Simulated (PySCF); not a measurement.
## Correlation energy of O⁺ (oxygen, charge +1)

[He] 2s2 2p3, high-spin 4S determinant. Calculation: PySCF 2.14, in x2c-TZVPPall with one added diffuse shell each of s, p, d type (6s4p3d1f, 40 functions); the spin-free X2C one-electron Hamiltonian (Gaussian nucleus). Frozen: 1s2; 5 electrons correlated.

MP2 pair energies summed by pair of shells (mhartree):

```tsv
pair	energy	share (%)
2s-2p	-63.44	65.8
2p-2p	-23.14	24.0
2s-2s	-9.84	10.2
```

Total MP2 correlation energy: -96.41 mhartree.

Same-spin part -28.45 and opposite-spin part -67.97 mhartree; SCS-MP2 scales them by 1/3 and 6/5 to -91.04 mhartree.
